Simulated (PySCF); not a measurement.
C₆H₁₀. Atoms are numbered in the order given.

```xyz
16

C      2.6623     0.0000    -0.8740
C      2.0751     0.0000     0.5480
C      0.6126     0.0000     0.5767
C     -0.6126     0.0000     0.5767
C     -2.0751     0.0000     0.5480
C     -2.6623     0.0000    -0.8740
H      2.3321     0.8944    -1.4388
H      3.7702     0.0000    -0.8413
H      2.3321    -0.8944    -1.4388
H      2.4527     0.8852     1.1073
H      2.4527    -0.8852     1.1073
H     -2.4527     0.8852     1.1073
H     -2.4527    -0.8852     1.1073
H     -2.3321    -0.8944    -1.4388
H     -3.7702     0.0000    -0.8413
H     -2.3321     0.8944    -1.4388
```

Coordinates come from a PBE-D3(BJ)/def2-SVP optimisation.

Computed with PBE-D3(BJ)/def2-SVP (PySCF 2.14.0).

No scaling factor is applied to the harmonic values.

| mode | ν (cm⁻¹) | IR (km/mol) | moving atoms (share of kinetic energy) |
|---|---|---|---|
| 1 | 5 | 0.0 | H 52 %, C 48 % |
| 2 | 86 | 1.6 | C 74 %, H 26 % |
| 3 | 151 | 4.6 | H 62 %, C 38 % |
| 4 | 210 | 0.2 | C 77 %, H 23 % |
| 5 | 227 | 0.0 | H 86 %, C 14 % |
| 6 | 286 | 3.9 | H 70 %, C 30 % |
| 7 | 386 | 0.0 | C 72 %, H 28 % |
| 8 | 415 | 6.0 | C 81 %, H 19 % |
| 9 | 540 | 0.8 | C 86 %, H 14 % |
| 10 | 690 | 0.0 | C 68 %, H 32 % |
| 11 | 759 | 0.0 | H 83 %, C 17 % |
| 12 | 760 | 5.9 | H 85 %, C 15 % |
| 13 | 914 | 2.2 | C 53 %, H 47 % |
| 14 | 980 | 0.0 | H 50 %, C 50 % |
| 15 | 1040 | 0.0 | H 66 %, C 34 % |
| 16 | 1043 | 4.5 | C 58 %, H 42 % |
| 17 | 1052 | 1.0 | C 55 %, H 45 % |
| 18 | 1057 | 0.8 | H 65 %, C 35 % |
| 19 | 1144 | 8.9 | H 50 %, C 50 % |
| 20 | 1226 | 0.0 | H 86 %, C 14 % |
| 21 | 1229 | 0.2 | H 87 %, C 13 % |
| 22 | 1289 | 0.0 | H 67 %, C 33 % |
| 23 | 1309 | 35.9 | C 57 %, H 43 % |
| 24 | 1341 | 0.4 | H 78 %, C 22 % |
| 25 | 1342 | 2.1 | H 79 %, C 21 % |
| 26 | 1393 | 1.5 | H 92 % |
| 27 | 1394 | 4.0 | H 93 % |
| 28 | 1415 | 0.0 | H 97 % |
| 29 | 1416 | 13.7 | H 97 % |
| 30 | 1429 | 1.1 | H 96 % |
| 31 | 1429 | 2.6 | H 93 % |
| 32 | 2293 | 0.0 | C 100 % |
| 33 | 2951 | 24.6 | H 95 % |
| 34 | 2952 | 33.6 | H 95 % |
| 35 | 2977 | 26.6 | H 97 % |
| 36 | 2978 | 28.0 | H 97 % |
| 37 | 2989 | 16.1 | H 91 %, C 9 % |
| 38 | 2990 | 0.0 | H 91 %, C 9 % |
| 39 | 3071 | 38.8 | H 90 %, C 10 % |
| 40 | 3071 | 5.9 | H 91 %, C 9 % |
| 41 | 3074 | 0.0 | H 90 %, C 10 % |
| 42 | 3074 | 33.7 | H 90 %, C 10 % |
